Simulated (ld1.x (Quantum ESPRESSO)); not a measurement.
## tin, ultrasoft: configuration errors across variants

```json
{
 "Element": "Sn (Z = 50)",
 "Generator": "ld1.x (Quantum ESPRESSO) 7.5",
 "Type": "ultrasoft",
 "Functional": "PBE",
 "Relativity": "scalar-relativistic",
 "Frozen core": "[Kr]",
 "Valence charge": "14",
 "Reference configuration": "4d10 5s2 5p2",
 "Partial waves": "5s (bound): rcut 1.65, rcutus 2.25 bohr; 5s channel at 1.35 Ry: rcut 1.65, rcutus 2.25 bohr; 5p (bound): rcut 2.20, rcutus 2.35 bohr; 5p channel at 1.6 Ry: rcut 2.20, rcutus 2.35 bohr; 4d (bound): rcut 1.40, rcutus 1.80 bohr; 4d channel at 2.85 Ry: rcut 1.40, rcutus 1.80 bohr",
 "Local potential": "all-electron potential smoothed inside 1.80 bohr (lloc = -2)",
 "Core correction": "none",
 "Augmentation charge": "built from norm-conserving waves at rcut, not smoothed further"
}
```

All-electron excitation energies from the reference (eV): (1) 4d10 5s2 5p1 6.875; (2) 4d10 5s2 5p0 20.827; (3) 4d10 5s1 5p0 51.798; (4) 4d10 5s2 5p2.3 -0.849; (5) 4d10 5s0 5p0 92.924; (6) 4d10 5s2 5p1.5 2.616; (7) 4d9 5s2 5p2 32.691.

Tests that are not counted but printed errors over 1 eV. “local potential all-electron potential smoothed inside 1.04 bohr (lloc = -2)”: 4d9 5s2 5p2 (pseudo-atom not self-consistent, printed error +20.5 eV).

2 further variants failed, have other tests or too few solved ones, and are left out.

A true bound ghost makes a file unfit for plane-wave use even where its test errors are small: the radial tests pick states by their node count and pass the ghost by. Where a test does run into it, the solver fails or the error is huge.

Errors AE − PS in meV (a dash: test not solved or not reliable):

| change | (1) | (2) | (3) | (4) | (5) | (6) | (7) | bound ghosts |
| --- | --- | --- | --- | --- | --- | --- | --- | --- |
| base | -1.3 | -1.4 | +17 | +0.2 | +72 | -0.6 | -649 | not determined |
| waves 5s (bound): rcut 1.65, rcutus 3.06 bohr; 5s channel at 1.35 Ry: rcut 1.65, rcutus 3.06 bohr | -0.8 | +0.9 | +18 | +0.2 | +72 | -0.5 | -584 | not determined |
| waves 5p (bound): rcut 2.20, rcutus 3.06 bohr; 5p channel at 1.6 Ry: rcut 2.20, rcutus 3.06 bohr | -1.2 | -1.4 | +17 | +0.2 | +72 | -0.5 | -638 | not determined |
| type TM; waves now 5p (bound): rc 2.35 bohr; 4d (bound): rc 1.80 bohr; 5s (bound): rc 2.25 bohr; local potential the s channel | -0.3 | +2.9 | +36 | +0.3 | +112 | -0.4 | -225 | none |
| local potential all-electron potential smoothed inside 1.04 bohr (lloc = -2) | -1.1 | -1.5 | +24 | +0.2 | +106 | -0.5 | – | s |
| local potential all-electron potential smoothed inside 1.40 bohr (lloc = -1) | -1.4 | -1.5 | +25 | +0.2 | +111 | -0.6 | – | s |
| augmentation PSQ, inside the norm-conserving radii | -0.7 | +2.2 | +30 | +0.2 | +140 | -0.4 | -73 | none |
| waves 4d (bound): rcut 1.40, rcutus 1.84 bohr; 4d channel at 2.85 Ry: rcut 1.40, rcutus 1.84 bohr | -1.3 | -1.5 | +15 | +0.2 | +66 | -0.6 | -655 | not determined |

Question: Give the same row for: wave 5p channel at 1.6 Ry: rcut 2.20, rcutus 2.35 bohr becomes 5p channel at 2.45 Ry: rcut 2.20, rcutus 2.35 bohr.

Answer: -2.7, -1.4, +17, +0.1, +72, -1.0, -644; bound ghosts: not determined.
